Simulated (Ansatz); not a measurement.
Reaction (redistribution): `[CH3][AlH][SH]` + `CB(Br)CF` → `[CH3][Al]([SH])[Br]` + `CBCF`

Program: Ansatz. Geometries: PBE0-D4/def2-TZVP. ΔE: electronic, gas phase. CCSD(T)/CBS adds triple-zeta CCSD(T) − MP2 to the extrapolated MP2 energy (def2 sets, frozen cores). This one scheme is used for every species. DFT in def2-TZVPP. For Br outer-core shells are correlated without core-valence functions, which leaves a few kJ/mol of doubt a bond. Scalar relativity is left out up to krypton. One conformer a species, not always the lowest.

`[CH3][AlH][SH]`:

Z-matrix (Å, degrees):
```
C
Al 1 1.943
H 1 1.092 2 112.5
H 1 1.095 2 110.7 3 120.9
H 1 1.095 2 110.8 3 -121.0
S 2 2.188 1 118.2 3 -0.6
H 2 1.585 1 124.4 3 179.4
H 6 1.344 2 93.8 1 -180.0
```

`CB(Br)CF`:

Cartesian coordinates in Å:
```
C -0.469 0.920 -0.950
B 0.027 -0.414 -0.348
Br 0.261 -1.986 -1.434
C 0.402 -0.603 1.161
F 0.230 0.556 1.908
H -0.855 0.847 -1.966
H 0.378 1.619 -0.951
H -1.214 1.382 -0.294
H 1.447 -0.925 1.263
H -0.208 -1.396 1.612
```

`[CH3][Al]([SH])[Br]`:

```xyz
8

C     0.116   -1.111    0.387
Al   -0.373    0.494   -0.578
S     0.341    2.496   -0.110
Br   -1.782    0.395   -2.339
H    -0.777   -1.596    0.791
H     0.592   -1.828   -0.287
H     0.801   -0.910    1.213
H     1.084    2.061    0.923
```

`CBCF`:

```xyz
10

C    -0.291   -1.324   -0.212
B    -0.453    0.219   -0.335
C     0.539    1.170    0.398
F     0.310    2.527    0.226
H    -0.179   -1.759   -1.213
H     0.539   -1.665    0.410
H    -1.220   -1.759    0.175
H    -1.339    0.683   -0.995
H     1.567    0.953    0.070
H     0.528    0.956    1.478
```

```tsv
level	ΔE (eV)
PBE0-D4	-0.74
r2SCAN	-0.75
PBE0	-0.75
MP2/def2-TZVPP	-0.73
CCSD/def2-TZVPP	-0.75
CCSD(T)/def2-TZVPP	-0.72
HF/CBS(def2)	-0.90
CCSD/CBS(def2)	-0.78
```

Question: What does CCSD(T)/CBS give? (An estimate is asked.)

Answer: The calculation gave: -0.76 eV. The listed levels differ from it by 0.02, 0.01, 0.01, 0.03, 0.01, 0.04, -0.14, -0.02 eV.

Largest T1 diagnostic among the species: 0.010.

From PBE to PBE0 (25 % exact exchange), in def2-TZVPP and without D4, ΔE moves by −0.05 eV. In def2-TZVPP, CCSD(T) changes the Hartree–Fock value by +0.18 eV (the triples alone add +0.03 eV) and MP2 by +0.16 eV.
